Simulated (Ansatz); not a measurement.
Stepwise reaction of `[Br][Ge][Br]` with hydrogen sulfide, as a gas-phase model of exchange steps in deposition or etching. ΔE in kJ/mol.

Program: Ansatz. Geometries: PBE0-D4/def2-TZVP. ΔE: electronic, gas phase. CBS: MP2 limit from def2 TZ/QZ plus the TZ coupled-cluster correction, frozen cores. This one scheme is used for every species. Functionals use def2-TZVPP. B3LYP here is the variant with VWN-RPA as its local correlation; programs differ in this. For Br, Ge outer-core shells are correlated without core-valence functions, which leaves a few kJ/mol of doubt a bond. Scalar relativity is left out up to krypton. One conformer a species, not always the lowest.

| step | reaction | PBE-D4 | B3LYP-D4 | ωB97M-V | CCSD(T)/CBS |
| --- | --- | --- | --- | --- | --- |
| 2 | `[SH][Ge][Br]` + H₂S → `[SH][Ge][SH]` + HBr | 29.3 | 33.9 | 33.0 | 30.1 |

(1) Give the row of step 1, `[Br][Ge][Br]` + H₂S → `[SH][Ge][Br]` + HBr. (An estimate is asked.)

(2) By hand: ΔE of the 2 steps together at CCSD(T)/CBS.

Answers

(1) Computed: 
| step | reaction | PBE-D4 | B3LYP-D4 | ωB97M-V | CCSD(T)/CBS |
| --- | --- | --- | --- | --- | --- |
| 1 | `[Br][Ge][Br]` + H₂S → `[SH][Ge][Br]` + HBr | 30.1 | 34.8 | 33.4 | 31.1 |

(2) (31.1) + (30.1) = 61.2 kJ/mol, or 30.6 kJ/mol a step.

In ΔE the steps differ by no more than 1.0 kJ/mol. All are uphill at CCSD(T)/CBS. PBE-D4 differs from CCSD(T)/CBS by -1.0 to -0.8 kJ/mol a step. Isolated molecules leave out the surface, adducts and barriers. Largest T1 diagnostic: 0.014.
